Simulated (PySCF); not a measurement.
C10H7N3, SMILES C1=CC2=CC=NC3=NC=CC(=C1)N23.

Coordinates come from a B3LYP-D3(BJ)/def2-SVP optimisation.

Method: PBE/def2-SVP (PySCF).

Gas-phase values at a fixed geometry.

total energy: -548.47095 hartree
point group: C2v
highest occupied level: -4.45 eV
lowest empty level: -2.90 eV
orbital gap: 1.55 eV
dipole moment: 4.38 D
quadrupole, principal values (traceless, Buckingham form, about the centre of nuclear charge): -9.34, -6.06, 15.40 D·Å
mean static polarisability: 133.1 bohr³ (19.72 Å³)
polarisability, principal values: 51.1, 169.0, 179.1 bohr³
